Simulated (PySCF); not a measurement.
**Which determinant of CdF lies lowest?**

Unrestricted PBE0; Cd def2-TZVPP with ECP28, F def2-TZVPP; scalar-relativistic core potentials (PySCF 2.14). Outer shells of the fragments: Cd 4d10 5s2; F 2s2 2p5.

Followed along the bond (rough minima from three points):

| 2Ms+1 | unpaired | ⟨S²⟩ at the start | R at minimum (Å) | Te (eV) |
| --- | --- | --- | --- | --- |
| 2 | σ ↑ | 0.75 | 2.00 | 0.00 |
| 4 | σ ↑, π ↑↑ | 3.75 | none in the scan | ≤ 6.55 |

Solutions found at the starting distance of 2.015 Å, counted from the lowest of them; the search is not exhaustive and high or unbound solutions are not listed, so other states can lie among these:

| 2Ms+1 | unpaired | term | E (eV) | ⟨S²⟩ | ⟨Lz²⟩ | μ (D) |
| --- | --- | --- | --- | --- | --- | --- |
| 2 | σ ↑ | ²Σ⁺ | 0.00 | 0.75 | 0.00 | -3.79 |
| 2 | π ↑ | ²Π | 3.93 | 0.75 | 1.00 | 2.07 |
| 2 | π ↑ | ²Π | 4.26 | 0.77 | 1.00 | -4.74 |
| 4 | σ ↑, π ↑↑ | mixed | 6.97 | 3.75 | 2.01 | 1.69 |
| 4 | σ ↑, π ↑↑ | mixed | 7.07 | 3.75 | 2.01 | 1.74 |
| 4 | σ ↑↑, π ↑ | ⁴Π | 7.25 | 3.75 | 1.01 | 0.88 |
| 4 | σ ↑↑, π ↑ | ⁴Π | 8.16 | 3.75 | 1.00 | 0.99 |
| 4 | σ ↑↑↑ | ⁴Σ⁺ | 8.55 | 3.75 | 0.00 | 0.61 |

A term symbol is given only where ⟨S²⟩ and ⟨Lz²⟩ are close to those of a pure state; real π, δ and φ orbitals otherwise mix terms. A positive dipole means Cd(−)F(+).

Spin–orbit coupling is left out. Counting both spins, an empty level lies below a filled one in some of these solutions, because spin and occupation are held.
